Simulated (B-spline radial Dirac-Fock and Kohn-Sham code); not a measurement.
ΔSCF core binding energies without Breit or QED terms, calculated with a radial atomic solver.

A sound run for atomic promethium, configuration [Xe] 4f5 6s2: The ground state converged in 13 iterations, with total energy -10022.09236 Ha, virial ratio 1.92494 and highest orbital energy -4.80 eV. ΔSCF binding energies: K (1s) 45371.2 eV, L3 (2p3/2) 6478.1 eV, M5 (3d5/2) 1033.8 eV.

A second run, with one unsound setting: The ground state converged in 13 iterations, with total energy -10020.80194 Ha, virial ratio 1.92493 and highest orbital energy -4.79 eV. ΔSCF binding energies: K (1s) 45370.4 eV, L3 (2p3/2) 6479.0 eV, M5 (3d5/2) 1034.7 eV.

```
iter   energy (Ha)        error
   1   -10003.88361163  2.00e+00
   2   -10008.42631411  8.54e-01
   3   -10020.04817121  1.76e-01
   4   -10020.69739182  5.39e-02
   5   -10020.79497749  1.52e-02
   6   -10020.80074573  4.91e-03
   7   -10020.80183790  1.23e-03
   8   -10020.80192794  9.53e-04
   9   -10020.80194258  1.67e-04
  13   -10020.80194488  1.31e-07
```

Question: Which fault fits the second run best?
A. spline order too low
B. speed of light below Z
C. tolerance below the noise
D. too few iterations

Answer: A. The input had order = 3: order is too low for an accurate radial basis.
